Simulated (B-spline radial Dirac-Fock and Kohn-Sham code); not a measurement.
In the model described below, a K (1s) vacancy in Ni¹⁸⁺, configuration [He] 2s2 2p6, lives for 0.55 fs, which corresponds to a natural width of 1.20 eV. Out of 1000 such holes, about 440 decay by emitting a photon and the rest by ordinary Auger emission. The strongest X-ray line is Kα1 (K-L3) at 7516.1 eV, with 66 % of the radiative rate. The strongest electron group is K-L2L3 near 5852 eV, with 41 % of the non-radiative rate.

Input file task.json (cfg lists n, l and occupation; rrms is the nuclear radius in fm):

```json
{"items": [{
  "Z": 28,
  "q": 18,
  "cfg": [[1, 0, 2], [2, 0, 2], [2, 1, 6]],
  "A": 58,
  "rrms": 3.7757,
  "do": ["binding", "quiet", "decay"],
  "holes": ["K", "L1", "L2", "L3"]
}]}
```

Command: `python xray_run.py task.json out`

The computed values come from a radial atomic solver: a relativistic independent-particle model: LDA orbitals of the hole state, radiative multipoles to third order, Auger rates from the Coulomb interaction with a continuum orbital, Dirac-Fock energies.
